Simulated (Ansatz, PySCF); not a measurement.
C₃H₃BFNO, SMILES N1=CC=COB1F. Atoms are numbered in the order given.

```xyz
10

F     -0.0233     2.2822     0.0000
B     -0.0872     0.9586     0.0000
N     -1.3067     0.2277     0.0000
C     -1.2007    -1.0665     0.0000
C      0.0589    -1.7704     0.0000
C      1.1938    -1.0225     0.0000
O      1.1515     0.3099     0.0000
H     -2.1212    -1.6757     0.0000
H      0.1077    -2.8594     0.0000
H      2.2073    -1.4334     0.0000
```
Charge 0, spin multiplicity 1.

Geometry: B3LYP-D3(BJ)/def2-SVP. This is a generated structure with no PubChem entry under its InChIKey; it may be hypothetical.

Two levels are set side by side: PBE-D3(BJ)/def2-SVP (Ansatz, a quantum-chemistry and plane-wave program) and B3LYP-D3(BJ)/def2-SVP (Ansatz). Each level has its own optimised geometry; the coordinates shown are those of the second. Frequencies come from the Hessian of PySCF at each geometry. Differences are taken from unrounded values.

```csv
quantity,B3LYP-D3(BJ)
mean bond length (Å),1.287
bond F1–B2 (Å),1.325
bond B2–N3 (Å),1.422
bond B2–O7 (Å),1.398
bond N3–C4 (Å),1.299
bond C4–C5 (Å),1.443
bond C5–C6 (Å),1.359
bond C6–O7 (Å),1.333
bond C4–H8 (Å),1.104
bond C5–H9 (Å),1.090
bond C6–H10 (Å),1.094
highest harmonic wavenumber (cm⁻¹),3227
mean harmonic wavenumber (cm⁻¹),1229
zero-point energy (kcal/mol),42.16
```

### Question
What does PBE-D3(BJ) give, and how far is it from B3LYP-D3(BJ)? (The exact figures need the calculation; the answer reports its results.)

### Answer

| quantity | PBE-D3(BJ) | PBE-D3(BJ) minus B3LYP-D3(BJ) |
|---|---|---|
| mean bond length (Å) | 1.295 | 0.008 |
| bond F1–B2 (Å) | 1.333 | 0.008 |
| bond B2–N3 (Å) | 1.427 | 0.005 |
| bond B2–O7 (Å) | 1.413 | 0.015 |
| bond N3–C4 (Å) | 1.310 | 0.011 |
| bond C4–C5 (Å) | 1.443 | 0.000 |
| bond C5–C6 (Å) | 1.370 | 0.011 |
| bond C6–O7 (Å) | 1.337 | 0.004 |
| bond C4–H8 (Å) | 1.113 | 0.009 |
| bond C5–H9 (Å) | 1.098 | 0.008 |
| bond C6–H10 (Å) | 1.103 | 0.009 |
| highest harmonic wavenumber (cm⁻¹) | 3159 | -68 |
| mean harmonic wavenumber (cm⁻¹) | 1193 | -36 |
| zero-point energy (kcal/mol) | 40.95 | -1.22 |

Exact exchange shortens and stiffens bonds; PBE has none. Differences between two approximate levels are no errors against the true value.
